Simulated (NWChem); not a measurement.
System: C4H9O2, doublet; SMILES COCC(C)[O]

```xyz
15

C      0.5221    -1.8466    -0.4773
O     -0.7073    -1.1971    -0.1990
C     -0.6396    -0.2945     0.8599
C      0.0822     1.0773     0.4771
C     -0.5854     1.7443    -0.7313
O      1.4013     0.8150     0.3159
H      1.3025    -1.1052    -0.7100
H      0.3512    -2.4964    -1.3387
H      0.8557    -2.4493     0.3802
H     -0.1146    -0.7155     1.7287
H     -1.6694    -0.0414     1.1300
H     -0.0760     1.6764     1.3989
H     -0.0523     2.6661    -0.9842
H     -0.5572     1.0771    -1.5973
H     -1.6314     1.9972    -0.5196
```
Atoms are numbered in this order, from 1.

Level: B3LYP/6-31G* (spherical d), spin-unrestricted (NWChem), optimised geometry, unscaled harmonic frequencies. 

| frequency (cm⁻¹) | IR intensity (km/mol) |
|---|---|
| 102 | 2.3 |
| 155 | 6.7 |
| 204 | 0.9 |
| 225 | 0.8 |
| 273 | 2.5 |
| 338 | 2.7 |
| 415 | 10.0 |
| 455 | 3.7 |
| 577 | 3.4 |
| 734 | 46.8 |
| 887 | 55.6 |
| 915 | 8.9 |
| 958 | 31.2 |
| 1033 | 44.3 |
| 1097 | 51.2 |
| 1109 | 8.5 |
| 1176 | 14.5 |
| 1191 | 6.6 |
| 1207 | 22.0 |
| 1258 | 62.5 |
| 1325 | 4.3 |
| 1376 | 27.2 |
| 1397 | 17.2 |
| 1429 | 13.8 |
| 1488 | 5.3 |
| 1504 | 7.7 |
| 1515 | 1.8 |
| 1517 | 4.0 |
| 1526 | 2.4 |
| 1530 | 6.7 |
| 2898 | 43.3 |
| 2999 | 18.4 |
| 3036 | 51.3 |
| 3055 | 66.7 |
| 3057 | 11.4 |
| 3120 | 13.2 |
| 3125 | 29.8 |
| 3147 | 18.4 |
| 3150 | 27.3 |

```
Item                                                                                                  Value
-----------------------------------------------------------------------------------------  ----------------
zero-point energy                                                                             80.7 kcal/mol
thermal correction to the enthalpy at 298.15 K (with zero-point energy)                       85.9 kcal/mol
heat capacity Cv                                                                           25.4 cal/(mol K)
entropy at 298.15 K and 1 atm (symmetry number 1, electronic part: spin degeneracy alone)  83.6 cal/(mol K)
dipole moment                                                                                        1.30 D
```

Rigid rotor and harmonic oscillator.
